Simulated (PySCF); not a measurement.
GeH3ISi, SMILES [SiH3][Ge][I] (connectivity only; charge and spin as stated), neutral, multiplicity 1.

The structure is a stationary point at PBE-D3(BJ)/def2-SVP. The structure was generated by enumeration; whether it is a known compound was not checked. The def2 effective core potentials stand for the cores of I; spin–orbit coupling is left out.

All values below come from PBE-D3(BJ)/def2-SVP (PySCF).

Frequencies are harmonic and unscaled.

| mode | ν (cm⁻¹) | IR (km/mol) | Raman (Å⁴/amu) | depolarisation | moving atoms (share of kinetic energy) |
|---|---|---|---|---|---|
| 1 | 57 | 0.4 | 0.3 | 0.75 | H 97 % |
| 2 | 91 | 0.6 | 4.6 | 0.58 | Si 51 %, I 20 %, Ge 16 %, H 14 % |
| 3 | 228 | 20.2 | 10.9 | 0.28 | Ge 63 %, I 36 % |
| 4 | 296 | 10.2 | 21.4 | 0.27 | Si 62 %, Ge 30 %, H 8 % |
| 5 | 353 | 13.7 | 11.4 | 0.75 | H 92 % |
| 6 | 448 | 7.1 | 9.5 | 0.74 | H 86 %, Si 12 % |
| 7 | 801 | 228.2 | 9.9 | 0.54 | H 91 %, Si 9 % |
| 8 | 885 | 50.7 | 25.5 | 0.72 | H 97 % |
| 9 | 900 | 24.4 | 40.1 | 0.75 | H 97 % |
| 10 | 2121 | 77.0 | 323.2 | 0.04 | H 99 % |
| 11 | 2141 | 84.1 | 155.2 | 0.75 | H 96 % |
| 12 | 2145 | 69.4 | 110.4 | 0.75 | H 96 % |
